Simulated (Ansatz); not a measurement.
Basis-set extrapolation for `C=C(S)[SiH2]Cl` (PBE0-D4/def2-TZVP geometry, frozen core, the Gaussian-basis code of Ansatz). Multiplicity 1, RHF reference.

```
                       def2-TZVPP    def2-QZVPP
                 HF  -1224.706482  -1224.743030
    MP2 correlation     -0.810115     -0.875629
CCSD(T) correlation     -0.910226       not run
```

Energies in hartree. Use E(X) = E(∞) + A·exp(−7.88·√X) for Hartree–Fock and E(X) = E(∞) + B·X^(−2.97) for correlation, with X = 3 and 4, and add CCSD(T) minus MP2 of the smaller set to the MP2 limit.

Q: What is the CCSD(T) energy at the basis-set limit?

A: HF limit: -1224.743030 + (-0.036548) × 0.13774 = -1224.74806. MP2 limit: -0.875629 + (-0.065514) × 0.74074 = -0.92416. Higher-order term: -0.910226 − (-0.810115) = -0.10011. Total: -1225.77233 hartree, 97.7 kcal/mol below CCSD(T)/def2-TZVPP.
